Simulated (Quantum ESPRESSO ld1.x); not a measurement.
The mean radii <r> (bohr) of the occupied orbitals of an atom or ion are listed with their occupations. All-electron calculation, scalar-relativistic Kohn-Sham, LDA (Slater exchange, Perdew-Wang correlation), spin-polarised, spherical densities, point nucleus. Program: ld1.x of Quantum ESPRESSO 7.5.

| orbital | occ. | <r> |
|---|---|---|
| 1s up | 1 | 0.01605 |
| 1s down | 1 | 0.01605 |
| 2s up | 1 | 0.06762 |
| 2s down | 1 | 0.06762 |
| 2p up | 3 | 0.06145 |
| 2p down | 3 | 0.06145 |
| 3s up | 1 | 0.1746 |
| 3s down | 1 | 0.1746 |
| 3p up | 3 | 0.1766 |
| 3p down | 3 | 0.1765 |
| 3d up | 5 | 0.1600 |
| 3d down | 5 | 0.1600 |
| 4s up | 1 | 0.3844 |
| 4s down | 1 | 0.3844 |
| 4p up | 3 | 0.4103 |
| 4p down | 3 | 0.4102 |
| 4d up | 5 | 0.4312 |
| 4d down | 5 | 0.4312 |
| 5s up | 1 | 0.8508 |
| 5s down | 1 | 0.8502 |
| 4f up | 7 | 0.4538 |
| 4f down | 7 | 0.4535 |
| 5p up | 3 | 0.9714 |
| 5p down | 3 | 0.9706 |
| 5d up | 5 | 1.266 |
| 5d down | 4 | 1.264 |
| 6s up | 1 | 2.115 |
| 6s down | 1 | 2.115 |
| 6p up | 1 | 2.686 |
| 7p up | 1 | 6.557 |

Name the element and its charge. Open shells, if any, are filled with parallel spins first.

Answer. Z = 82, lead, charge +1: Pb+ in [Xe] 4f14 5d9 6s2 6p1 7p1. The 1s radius gives Z: for a bare nucleus <r> = (2 gamma + 1)/(2Z) with gamma = sqrt(1 - (Z/c)^2), 0.01587 bohr for Z = 82, and screening makes it slightly larger (0.01605 here). The occupations add up to 81, and the charge is Z minus that.
